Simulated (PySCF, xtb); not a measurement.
Pb(H)(NH2) (H3NPb), SMILES [PbH][NH2] (connectivity only; charge and spin as stated), neutral, multiplicity 1.

Harmonic wavenumbers (cm⁻¹) from GFN2-xTB run with xtb at its own minimum, in rising order: 448, 481, 495, 575, 624, 1537, 1549, 3492, 3533.

Question: What does B3LYP-D3(BJ)/def2-TZVP (PySCF) give at its own minimum? (An estimate is asked for; the answer gives what the named calculation found.)

Answer: 328, 487, 536, 557, 692, 1536, 1556, 3535, 3649. Paired by order, the mean absolute difference is 47 cm⁻¹ and the zero-point energies are 18.2 and 18.4 kcal/mol.
